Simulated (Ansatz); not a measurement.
`[BH2][GaH][F]` + `CCNC` → `BN(C)CC` + `[F][GaH2]` at 600 K and 1 bar (cleavage of the B–Ga bond).

Isolated molecules relaxed with PBE0-D4/def2-TZVP in Ansatz; ΔE leaves out vibrations. CCSD(T)/CBS is the MP2 limit (def2-TZVPP, def2-QZVPP) plus CCSD(T) − MP2 in def2-TZVPP, frozen cores. For Ga outer-core shells are correlated without core-valence functions, which leaves a few kJ/mol of doubt a bond. Scalar relativity is left out up to krypton. Each species was taken in one conformer, which may not be the lowest.

```
        species  CCSD(T)/CBS energy (Eh)  H − E (kJ/mol)  S (J/(mol·K))
`[BH2][GaH][F]`              -2050.32373           116.9          363.2
         `CCNC`               -174.26710           371.8          385.5
      `BN(C)CC`               -199.69839           415.3          424.0
    `[F][GaH2]`              -2024.95631            68.4          292.7
```

H − E and S are ideal-gas, rigid-rotor, harmonic terms from PBE0-D4/def2-TZVP, for one conformer and one mirror image of each species. 1 Eh = 2625.50 kJ/mol, R = 8.31446 J/(mol·K).

Task: By hand: ΔE, ΔH, ΔS and ΔG.

Result: ΔE = (-199.69839) + (-2024.95631) − (-2050.32373) − (-174.26710) = -0.06387 Eh = -167.7 kJ/mol. Δ(H − E) = 415.3 + 68.4 − 116.9 − 371.8 = -5.0, so ΔH = -172.7 kJ/mol. ΔS = 424.0 + 292.7 − 363.2 − 385.5 = -32.0 J/(mol·K). ΔG = -172.7 − 600 × (-32.0)/1000 = -153.5 kJ/mol.

Task: By hand: the equilibrium constant, and the temperature at which ΔG would vanish if ΔH and ΔS stayed fixed.

Result: log₁₀ K = −ΔG/(RT ln 10) = 13.4. ΔG = 0 at ΔH/ΔS = 5397 K, far beyond where these terms or the molecules hold.

ΔH outweighs TΔS. A doubt of 5 kJ/mol in ΔE shifts log₁₀ K by 0.4 here. Other conformers and mirror images would add mixing entropy, several J/(mol·K) or more a flexible species. These are equilibria of isolated gas molecules and say nothing of rates. Largest T1 diagnostic: 0.014 (customary marks: 0.02 for closed shells, 0.045 for open ones).
